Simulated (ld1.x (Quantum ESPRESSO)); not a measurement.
# Tl: ultrasoft pseudisation with PBEsol, fully relativistic reference atom.

* Element: thallium (Tl)
* Generator: ld1.x (Quantum ESPRESSO) 7.5
* Type: ultrasoft
* Functional: PBEsol
* Relativity: fully relativistic
* Frozen core: [Xe] 4f14
* Valence charge: 13
* Reference configuration: 5d10 6s2 6p1
* Partial waves: 6s (bound): rcut 1.80, rcutus 2.05 bohr; 6s channel at 3.55 Ry: rcut 1.80, rcutus 2.05 bohr; 6p (bound): rcut 2.45, rcutus 3.05 bohr; 6p channel at 3.1 Ry: rcut 2.45, rcutus 3.05 bohr; 5d (bound): rcut 1.10, rcutus 1.30 bohr; 5d channel at -0.7 Ry: rcut 1.10, rcutus 1.30 bohr; 5f channel at -0.2 Ry: rcut 2.75, rcutus 3.00 bohr; 5f channel at 0.4 Ry: rcut 2.75, rcutus 3.00 bohr
* Local potential: all-electron potential smoothed inside 2.50 bohr (lloc = -1)
* Core correction: a·sin(br)/r model core, default radius (core density twice the valence density)
* Augmentation charge: PSQ, radius 1.20 bohr

Open shells are filled in proportion to 2j + 1 (rel_dist='average').

All-electron outer shells of the reference configuration (PBEsol, scalar-relativistic, ld1.x):

| shell | level (eV) | outermost node (bohr) | outermost maximum (bohr) |
| --- | --- | --- | --- |
| 4f | -114.08 | – | 0.36 |
| 5p | -76.09 | 0.50 | 0.90 |
| 5d | -15.48 | 0.53 | 1.11 |
| 6s | -9.60 | 1.04 | 2.08 |
| 6p | -2.36 | 1.23 | 2.91 |

Task: Does the generator finish with these settings?

Result: Yes, a potential is produced and its reference levels are reproduced.

Task: Estimate the cutoffs (Ry, on a coarse ladder) from which the occupation-weighted sum of valence levels, in a spherical-Bessel basis at the reference potential, stays within 10 and 1 mRy of its value at 400 Ry.

Result: 70 Ry and 120 Ry.

Task: Does the potential have ghost states?

Result: No extra level below or beside the all-electron valence levels (s, p1/2, p3/2, d3/2, d5/2, f5/2, f7/2 tested).

Task: Is the overlap operator S = 1 + Σ q|β⟩⟨β| positive definite (Bessel basis up to 400 Ry)?

Result: Yes: its lowest eigenvalue is 0.60 (p1/2 channel).

Task: Which valence shell sets the plane-wave cutoff?

Result: 5d: its level needs 70 Ry to come within 1 mRy, against 10 Ry for 6s.

Task: Tests: 5d10 6s2 6p0; 5d10 6s1 6p0; 5d10 6s0 6p0; 5d9 6s2 6p1; 5d9 6s0 6p0; 5d10 6s2 6p1.3; 5d10 6s1 6p1. Which has the largest error in its energy relative to the reference configuration, and how large is it?

Result: 5d9 6s0 6p0, with -230 meV (all-electron minus pseudo) on +108.07 eV.
